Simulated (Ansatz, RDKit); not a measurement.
How methods differ on C2H10OSi2 (SMILES C[SiH2]O[SiH2]C)

The species is C2H10OSi2 (15 atoms), meant as a singlet with charge 0. As SMILES, `C[SiH2]O[SiH2]C`. Geometry: relaxed at PBE0-D4/def2-TZVP. This is one conformer, not always the lowest.

Quantity: the HOMO–LUMO gap, in eV. The values are calculated.

```json
{"level": "extended Hückel", "kind": "semi-empirical", "program": "RDKit", "value (eV)": "14.84", "CPU time": "under 2 s"}
{"level": "HF/6-31G* (spherical functions)", "kind": "Hartree–Fock", "program": "Ansatz", "value (eV)": "15.93", "CPU time": "5 s"}
{"level": "SVWN5/6-31G* (spherical functions)", "kind": "LDA", "program": "Ansatz", "value (eV)": "6.57", "CPU time": "7.9 s"}
{"level": "revPBE/6-31G* (spherical functions)", "kind": "GGA", "program": "Ansatz", "value (eV)": "6.84", "CPU time": "12 s"}
{"level": "r2SCAN/6-31G* (spherical functions)", "kind": "meta-GGA", "program": "Ansatz", "value (eV)": "7.55", "CPU time": "25 s"}
{"level": "BHLYP/6-31G* (spherical functions)", "kind": "global hybrid", "program": "Ansatz", "value (eV)": "11.39", "CPU time": "16 s"}
{"level": "CAM-B3LYP/6-31G* (spherical functions)", "kind": "range-separated hybrid", "program": "Ansatz", "value (eV)": "11.53", "CPU time": "16 s"}
```

The values span 6.57 to 15.93 eV. Orbital gaps aren't excitation energies; they tend to grow with the share of exact exchange. CPU times are rough (shared hosts, several kinds of processor and program).
